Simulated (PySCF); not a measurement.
**How methods differ on the excitation energy of Pb**

Pb [Xe] 4f14 5d10 6s2 6p2 (3P) → Pb [Xe] 4f14 5d10 6s1 6p3 (5S), as a difference of total energies. All numbers are calculated (PySCF 2.14, the spin-free X2C one-electron Hamiltonian (Gaussian nucleus), in aug-cc-pwCVTZ-DK3 (11s10p8d5f1g, 125 functions)). Correlated levels: valence: [Xe] 4f14 5d10 frozen; valence and next inner shell: [Kr] 4d10 4f14 frozen. The calculations carry no spin-orbit coupling.

| method | excitation energy (cm⁻¹) |
| --- | --- |
| UHF | 37686 |
| LDA | 58071 |
| PBE | 56034 |
| PBE0 | 52589 |
| MP2 (valence) | 43067 |
| SCS-MP2 (valence) | 45486 |
| MP2 (valence and next inner shell) | 52494 |
| SCS-MP2 (valence and next inner shell) | 53504 |

Spin-orbit coupling is strong in these open shells (close to jj coupling). The scalar numbers leave it out and a first-order estimate fails, so it can dominate the gap to the real levels.
